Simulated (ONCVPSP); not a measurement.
# Ga: from the effect back to the setting (ONCV)

Base potential:

- Element: Ga
- Generator: ONCVPSP 4.0.1
- Type: optimised norm-conserving Vanderbilt (ONCV)
- Functional: BLYP
- Relativity: scalar-relativistic
- Frozen core: [Ar] 3d10
- Valence charge: 3
- Reference configuration: 4s2 4p1
- Partial waves: 4s: rc 1.75 bohr, ncon 4, nbas 7, qcut 3.2 1/bohr, local; 4p: rc 2.30 bohr, ncon 4, nbas 8, qcut 3.7 1/bohr, 2 projectors, debl 1.1 Ha
- Local potential: the s channel
- Core correction: none

Cutoffs, loose and tight: the cutoffs (Ha) at which the residual kinetic energy of the hardest occupied pseudo-wave falls to 1 and 0.1 mHa per electron. They do not see the model core or the augmentation charge, which bear on the density cutoff. Test errors are all-electron minus pseudo excitation energies from the reference, over the configurations 4s2 4p0; 4s1 4p0; 4s2 4p0.5; 4s1 4p1; variants that change the core or the reference have their own tests.

Only the qcut of the s channel is moved (1 further runs of the sweep failed or gave no value and are left out):

| qcut of the s channel (1/bohr) | cutoff, loose | cutoff, tight | bound ghosts | largest test error (meV) |
| --- | --- | --- | --- | --- |
| 2 | 31 Ha | 39 Ha | none | +183 |
| 2.4 | 30 Ha | 38 Ha | none | +182 |
| 2.7 | 28 Ha | 37 Ha | none | +182 |
| 2.9 | 25 Ha | 36 Ha | none | +182 |
| 3.3 | 14 Ha | 33 Ha | p | +182 |
| 4 | 7.5 Ha | 17 Ha | p | +183 |
| 4.4 | 7.8 Ha | 10.0 Ha | p | +183 |

Question: One more run gave cutoff, loose: 8.0 Ha; cutoff, tight: 30 Ha; bound ghosts: p; largest test error (meV): +183. Which value of the qcut of the s channel was used?

Answer: 3.6 1/bohr. The tight cutoff moves one way along this sweep, from 39 Ha at 2 to 10.0 Ha at 4.4 1/bohr, which places the run between 3.3 and 4 1/bohr.
